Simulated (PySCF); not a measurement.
**How methods differ on the electron affinity of Ge**

Ge⁻ [Ar] 3d10 4s2 4p3 (4S) → Ge [Ar] 3d10 4s2 4p2 (3P), as a difference of total energies. All numbers are calculated (PySCF 2.14, the spin-free X2C one-electron Hamiltonian (Gaussian nucleus), in x2c-TZVPPall with one added diffuse shell each of s, p, d type (7s6p5d1f, 57 functions)). Correlated levels: valence: [Ar] 3d10 frozen; valence and next inner shell: [Ne] frozen. The calculations carry no spin-orbit coupling.

```tsv
method	electron affinity (eV)
UHF	0.851
LDA	1.540
PBE	1.412
PBE0	1.382
r2SCAN	1.503
r2SCAN0	1.470
BLYP	1.189
PBEsol	1.428
B3LYP	1.306
MP2 (valence)	1.290
SCS-MP2 (valence)	1.131
MP2 (valence and next inner shell)	1.325
SCS-MP2 (valence and next inner shell)	1.152
```

**Question.** How much does correlation contribute at MP2 (valence and next inner shell)?

**Answer.** 1.325 − (0.851) = 0.474 eV, measured against UHF.

A first-order spin-orbit estimate (lowest level to lowest level, LS coupling) adds -0.102 eV.

Errors of the correlated levels include the incompleteness of this basis and the frozen core.

In the anion the highest occupied orbital energy is positive at LDA, PBE, PBE0, r2SCAN, r2SCAN0, BLYP, PBEsol, B3LYP, a self-interaction effect; the basis confines that electron, and the energy difference can still be sensible.

For comparison: 1.233 eV (measured; photodetachment measurements, as compiled on the Wikipedia data page of electron affinities).
